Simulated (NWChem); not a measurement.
Molecule: CH$_{4}$AlBr; SMILES [CH3][AlH][Br]

Results from NWChem. The geometry was optimised at B3LYP/6-31G* (spherical d). Ions are spin-unrestricted doublets at the neutral geometry; other ion states weren't tried.

**Question.** Predict the results for B3LYP/def2-TZVP. Quantities: vertical ionisation energy, ΔSCF (eV); −ε(HOMO) (eV).

**Answer.** 
```yaml
vertical ionisation energy, ΔSCF (eV): 10.02
"−ε(HOMO) (eV)": 7.77
```
